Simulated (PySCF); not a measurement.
# Radial density of Fe(2+) (iron, charge +2)

UHF, [Ar] 3d5 4s1, high-spin 7S determinant (an excited configuration). Calculation: PySCF 2.14, in aug-cc-pVTZ-DK (8s7p5d3f2g, 93 functions); scalar relativity by spin-free X2C-1e.

```
r (bohr)  4πr²ρ (e/bohr)  4πr²(ρα − ρβ)
 0.00104          0.2284         0.0001
 0.00175          0.5762         0.0004
 0.00294           1.423         0.0009
 0.00494           3.389         0.0021
 0.00830           7.597         0.0046
  0.0140           15.28         0.0091
  0.0235           25.52         0.0139
  0.0395           31.43         0.0132
  0.0665           26.64         0.0089
   0.112           26.23         0.0679
   0.188           35.04         0.4045
   0.316           19.76         1.7525
   0.532           14.29         4.5192
   0.895           13.70         4.4666
    1.51           3.178         1.8100
    2.53          0.6121         0.5939
    4.26         0.05613         0.0561
    7.16       0.0003057         0.0003
```

Densities and radii are taken from the X2C orbitals without a picture-change correction, which distorts them close to the nucleus.
